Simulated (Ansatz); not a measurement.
Cost and result for the atomization energy of CH₆AlFSi (`[F][AlH][CH2][SiH3]`) (10 atoms, 9 bonds).

Cartesian coordinates in Å:
```
F -0.262 2.810 -0.628
Al 0.774 1.590 -0.222
C 0.065 0.090 0.775
Si -0.605 -1.298 -0.282
H 2.272 1.746 -0.690
H 0.863 -0.321 1.405
H -0.741 0.438 1.430
H 0.448 -1.781 -1.219
H -1.752 -0.817 -1.099
H -1.062 -2.458 0.531
```

Charge 0, multiplicity 1. Geometry: relaxed with PBE0-D4/def2-TZVP. It is one conformer, not always the lowest. Program: Ansatz. All runs use 2 threads of an Arm Neoverse V1 on a shared host. Times are those of one run each, without the atoms' runs, and a repeat can differ threefold. Electronic energies, without spin–orbit coupling; frozen cores. CCSD(T)/CBS adds CCSD(T) − MP2 in def2-TZVPP to the MP2 limit, and its time is that of the two runs behind it. T1 = 0.012. B3LYP takes the VWN-RPA correlation (the form of Gaussian; ORCA's B3LYP/G).

CCSD(T)/CBS is a level of theory with its own doubt, some kJ/mol a heavy atom from the limit and from the frozen cores, so smaller differences don't rank the functionals.

| level | functions | wall time |
| --- | --- | --- |
| LDA (SPW92)/def2-TZVPP | 230 | 1.8 s |
| BLYP-D4/def2-TZVPP | 230 | 2.9 s |
| CCSD(T)/def2-SVP | 94 | 3.4 s |
| PBE-D4/def2-TZVPP (with forces) | 230 | 3.6 s |
| BHLYP-D4/def2-TZVPP | 230 | 4.1 s |
| CAM-B3LYP-D4/def2-TZVPP | 230 | 4.7 s |
| B3LYP-D4/def2-TZVPP (with forces) | 230 | 6.5 s |
| r2SCANh-D4/def2-TZVPP | 230 | 7 s |
| PBE-QIDH/def2-TZVPP | 230 | 7.5 s |
| ωB97X-V/def2-TZVPP | 230 | 12 s |
| MP2/def2-QZVPP | 434 | 25 s |
| CCSD(T)/def2-TZVPP | 230 | 100 s |
| CCSD(T)/CBS(def2) | – | 2.1 min |

Q: What atomization energy does each give, and how far from CCSD(T)/CBS? (Estimate.)

A: The calculation gave: 
```
                            level  atomization (kJ/mol)  difference from CCSD(T)/CBS  per bond
           LDA (SPW92)/def2-TZVPP                3724.8                        347.4      38.6
               BLYP-D4/def2-TZVPP                3327.3                        -50.1      -5.6
                 CCSD(T)/def2-SVP                3182.5                       -194.9     -21.7
  PBE-D4/def2-TZVPP (with forces)                3350.6                        -26.8      -3.0
              BHLYP-D4/def2-TZVPP                3300.5                        -76.9      -8.5
          CAM-B3LYP-D4/def2-TZVPP                3376.6                         -0.8      -0.1
B3LYP-D4/def2-TZVPP (with forces)                3353.8                        -23.6      -2.6
            r2SCANh-D4/def2-TZVPP                3354.2                        -23.2      -2.6
              PBE-QIDH/def2-TZVPP                3330.9                        -46.5      -5.2
               ωB97X-V/def2-TZVPP                3379.8                          2.4       0.3
                   MP2/def2-QZVPP                3373.5                         -3.9      -0.4
               CCSD(T)/def2-TZVPP                3294.5                        -82.9      -9.2
                CCSD(T)/CBS(def2)                3377.4                          0.0       0.0
```

From r2SCAN to r2SCAN0 (25 % exact exchange), in def2-TZVPP and without D4, the atomization energy moves by −36.1 kJ/mol: exact exchange takes away binding that semilocal exchange gives to molecules. At CCSD(T), def2-SVP lies −194.9 kJ/mol from the extrapolated value and def2-TZVPP −82.9 kJ/mol: correlation converges slowly with the basis, and small sets miss more of it in the bonded molecule than in its fragments. The D4 term adds +29.2 kJ/mol with B3LYP and +15.3 kJ/mol with PBE0; it sums over pairs of atoms, weighted by their polarisabilities, and B3LYP, whose exchange is more repulsive, gets the larger term.
